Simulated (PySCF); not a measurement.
C9H14O.
Bonds: C1–O2, O2–C3, C3–C4 (double), C4–C5 (double), C5–C6, C6–C7, C7–C8, C8–C9, C9–C10, C3–C10. Hydrogens: H11, H12, H13 on C1; H14 on C5; H15, H16 on C6; H17, H18 on C7; H19, H20 on C8; H21, H22 on C9; H23, H24 on C10.

Computed, not measured: PBE0-D3(BJ)/def2-SVP geometry optimisation, gas phase (PySCF 2.14.0).

Question: List the bond lengths, angles and torsions at this level.

Answer: 
```json
{"bond": "C1–O2", "length (Å)": "1.403", "order": "single"}
{"bond": "O2–C3", "length (Å)": "1.351", "order": "single"}
{"bond": "C3=C4", "length (Å)": "1.325", "order": "double"}
{"bond": "C4=C5", "length (Å)": "1.315", "order": "double"}
{"bond": "C5–C6", "length (Å)": "1.510", "order": "single"}
{"bond": "C6–C7", "length (Å)": "1.526", "order": "single"}
{"bond": "C7–C8", "length (Å)": "1.546", "order": "single"}
{"bond": "C8–C9", "length (Å)": "1.535", "order": "single"}
{"bond": "C9–C10", "length (Å)": "1.533", "order": "single"}
{"bond": "C3–C10", "length (Å)": "1.500", "order": "single"}
{"bond": "C1–H11, C1–H12, C1–H13", "length (Å)": "1.102", "order": "single"}
{"bond": "C5–H14", "length (Å)": "1.098", "order": "single"}
{"bond": "C6–H15, C6–H16", "length (Å)": "1.106", "order": "single"}
{"bond": "C7–H17, C7–H18", "length (Å)": "1.103", "order": "single"}
{"bond": "C8–H19, C8–H20", "length (Å)": "1.103", "order": "single"}
{"bond": "C9–H21, C9–H22", "length (Å)": "1.104", "order": "single"}
{"bond": "C10–H23, C10–H24", "length (Å)": "1.101", "order": "single"}
```

Bonds in one row agree within 0.01 Å and their mean is given. Orders are formal, as drawn. A selection of angles:
```json
{"angle": "C1–O2–C3", "degrees": "115.7"}
{"angle": "O2–C3–C4", "degrees": "125.7"}
{"angle": "O2–C3–C10", "degrees": "113.4"}
{"angle": "C4–C3–C10", "degrees": "120.7"}
{"angle": "C3–C4–C5", "degrees": "154.2"}
{"angle": "C4–C5–C6", "degrees": "120.9"}
{"angle": "C5–C6–C7", "degrees": "114.2"}
{"angle": "C6–C7–C8", "degrees": "115.4"}
{"angle": "C7–C8–C9", "degrees": "117.4"}
{"angle": "C8–C9–C10", "degrees": "115.8"}
{"angle": "C3–C10–C9", "degrees": "110.5"}
```

Dihedral angles: C1–O2–C3–C4 -4° (synperiplanar); O2–C3–C4–C5 119° (anticlinal); C3–C4–C5–C6 -21° (synperiplanar); C4–C5–C6–C7 11° (synperiplanar); C5–C6–C7–C8 63° (synclinal); C6–C7–C8–C9 -114° (anticlinal); C7–C8–C9–C10 78° (synclinal); C8–C9–C10–C3 -61° (synclinal); O2–C3–C10–C9 -95° (anticlinal). The mirror-image conformer, all signs reversed, is as good.

The C–O distances run from 1.351 Å (O2–C3, drawn single) to 1.403 Å (C1–O2, drawn single), a spread of 0.052 Å. The C–C distances run from 1.315 Å (C4=C5, drawn double) to 1.546 Å (C7–C8, drawn single), a spread of 0.231 Å. The 8-membered ring C3–C4–C5–C6–C7–C8–C9–C10 has internal angles of 110.5° to 154.2° (sum 969°, against 1080° for a flat polygon); it is puckered, 0.34 Å rms from its mean plane, widest ring torsion 114°. Of the pairs four or more bonds apart, C4···H13 is among the closest relative to their van der Waals radii: 2.64 Å, 91 % of the sum of Bondi's values. O2 (ether oxygen) is bent (angle 115.7°).

Point group: C1 (no symmetry element, even within 0.4 Å). No frequency check. The numbers are those of one conformer.
